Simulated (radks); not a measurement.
Initial-state core-level shifts of the osmium ion Os2+ when its valence configuration changes from [Xe] 4f14 5d6. Calculated with a radial shooting solver on a logarithmic mesh with Libxc functionals: scalar-relativistic Kohn-Sham, PBE, spin-unpolarised, spherical densities, point nucleus. Shifts are changes of the shell-averaged eigenvalues in eV (positive: less bound).

valence                1s       2s       3d       4d
4f12 5d6 6p2      -33.308  -35.609  -38.614  -33.402
4f11 5d7 6p2      -45.654  -49.090  -53.811  -45.456
4f13 5d6 6s1      -14.590  -15.708  -17.152  -14.759
4f13 5d7          -11.027  -11.995  -13.482  -11.134
4f13 5d6 6p1      -16.145  -17.239  -18.691  -16.301
4f14 5d4 6s2       -6.988   -7.291   -7.195   -7.116
4f14 5d5 6p1       -4.928   -5.050   -5.016   -4.986
4f12 5d4 6p4      -44.561  -47.243  -50.085  -44.633
4f12 5d6 6s1 6p1  -31.792  -34.114  -37.110  -31.897
